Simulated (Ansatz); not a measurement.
C2H6ClNSi can be A, `C/C(Cl)=N\[SiH3]`, or B, `C=N[SiH](C)Cl`.

Calculated with Ansatz (gas phase, PBE0-D4/def2-TZVP geometries, no zero-point term in ΔE). CBS: MP2 limit from def2 TZ/QZ plus the TZ coupled-cluster correction, frozen cores. Functionals use def2-TZVPP. One conformer a species, not always the lowest.

A:

```xyz
11

C     1.0900   -0.8654   -0.7638
C    -0.2437   -1.0355   -0.1160
Cl   -0.7857   -2.7283   -0.2293
N    -0.9758   -0.2165    0.4521
Si   -0.8471    1.4735    0.7795
H     1.4191    0.1714   -0.6975
H     1.8200   -1.5165   -0.2789
H     1.0327   -1.1692   -1.8108
H    -2.0125    2.1361    0.1471
H     0.4035    2.1068    0.2664
H    -0.9005    1.6437    2.2511
```

B:

```xyz
11

C    -1.644    0.266    1.459
N    -1.088    0.598    0.383
Si    0.585    0.470   -0.026
C     0.771   -0.603   -1.522
Cl    1.693   -0.344    1.528
H    -2.724    0.399    1.585
H    -1.107   -0.165    2.317
H     1.093    1.844   -0.235
H     1.819   -0.664   -1.823
H     0.190   -0.189   -2.350
H     0.411   -1.613   -1.316
```

Q: Which is lower in electronic energy at CCSD(T)/CBS, and by how much? (An estimate is asked.)

A: Ansatz gave: B, by 169.7 kJ/mol.

Q: Give E(B) − E(A) in kJ/mol with PBE0-D4, r2SCAN-D4, PBE-D4, MP2/def2-TZVPP, CCSD(T)/def2-TZVPP, HF/def2-TZVPP, B2PLYP. (An estimate is asked.)

A: Ansatz gave: PBE0-D4 -158.9, r2SCAN-D4 -158.1, PBE-D4 -149.0, MP2/def2-TZVPP -167.0, CCSD(T)/def2-TZVPP -165.6, HF/def2-TZVPP -175.4, B2PLYP -162.0. None reverses the order clearly.

Largest T1 diagnostic: 0.012.

In def2-TZVPP, CCSD(T) changes the Hartree–Fock value by +9.7 kJ/mol (the triples alone add +4.0 kJ/mol) and MP2 by +8.4 kJ/mol. From PBE to PBE0 (25 % exact exchange), in def2-TZVPP and without D4, E(B) − E(A) moves by −9.9 kJ/mol.
